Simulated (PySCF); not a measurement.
**Computed properties of 3-chloro-1,1-difluoropropa-1,2-diene (C₃HClF₂), SMILES FC(F)=C=CCl**

3-chloro-1,1-difluoropropa-1,2-diene (C3HClF2), SMILES ClC=C=C(F)F. The structure is a stationary point at B3LYP-D3(BJ)/def2-SVP. The values are those of a single conformer. All values are computed for the isolated molecule unless a solvent is named; none is compared with measurement here.

**Structure.** The optimised structure has Cs symmetry. All 15 harmonic modes at B3LYP-D3(BJ)/def2-SVP (PySCF) are real, so it is a minimum. With heavy atoms numbered as in [F:1][C:2]([F:3])=[C:4]=[CH:5][Cl:6], the shortest bond between them is C4–C5 at 1.306 Å and the longest C5–Cl6 at 1.749 Å.

**Vibrations.** The strongest infrared lines (harmonic, unscaled, degenerate partners summed) lie at 2109 cm⁻¹ (527 km/mol, C 99 %), 1294 cm⁻¹ (280 km/mol, C 72 %, F 28 %), 862 cm⁻¹ (183 km/mol, F 54 %, C 38 %). The softest mode is at 103 cm⁻¹ and the zero-point energy is 20.5 kcal/mol.

**Electronic structure.** PBE0/def2-TZVP (PySCF) places the frontier levels at -8.00 and -1.30 eV, a gap of 6.70 eV, and gives a dipole moment of 1.18 D and a mean polarisability of 51.9 bohr³. PBE/def2-TZVP (PySCF) at the same geometry gives -6.69 and -2.25 eV, so its gap is 2.26 eV narrower. An orbital gap is neither the optical nor the fundamental gap.

**Excitations.** TDA-M06-2X/def2-SVPD (PySCF) has S1 at 4.78 eV (259 nm, f = 0.000, dark); the most intense of the 10 singlets computed lies at 7.92 eV (f = 1.17). T1 (TDA) is at 4.34 eV, 0.44 eV under S1. TDA-PBE/def2-SVPD (PySCF) puts S1 at 4.61 eV. No vertical singlet excitation falls in the visible range (under 3.1 eV).

**NMR.** GIAO shifts at B3LYP/pcSseg-1 (PySCF) (non-relativistic, atoms alike by connectivity averaged): ¹³C from 123.2 to 187.4 ppm against TMS; ¹H at 7.2 ppm against TMS; ¹⁹F at -89.8 ppm against CFCl3. Without spin–orbit terms, shifts of atoms bonded to Cl or Br come out too high.
